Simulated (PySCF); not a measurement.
# Ionising ZnI

r²SCAN; Zn def2-SVP, I def2-SVP with ECP28; scalar-relativistic core potentials (PySCF 2.14). Neutral (UKS): doublet (σ ↑), Re = 2.499 Å, ωe = 223 cm⁻¹, De = 1.79 eV, HOMO -5.56 eV, LUMO -3.83 eV.

ZnI⁺ (UKS): singlet (closed shell), Re = 2.372 Å, ωe = 279 cm⁻¹, De = 2.35 eV to Zn⁺ + I. The energies at the minima are -2076.95655 hartree for ZnI and -2076.65256 for ZnI⁺.

Question: Work out the adiabatic ionisation energy, without and with harmonic zero-point energies (1 hartree = 27.2114 eV, 1 eV = 8065.5 cm⁻¹), and the change of the bond length.

Answer: At r²SCAN: 0.30399 hartree = 8.272 eV between the minima; the zero-point term (279.0 − 223.0)/2 cm⁻¹ = +0.003 eV makes it 8.275 eV. Re changes by -12.7 pm against the neutral. The electron leaves a σ orbital, and the shorter bond of the ion fits an antibonding orbital, or a change in how ionic the bond is.

Spin–orbit coupling is left out, which matters for elements this heavy, above all for dissociation energies. For an ion De counts to the pair picked by the measured ionisation energies or electron affinities, which need not be the lowest pair at this level. States were picked by a PBE0 search and need not be the measured ground states.
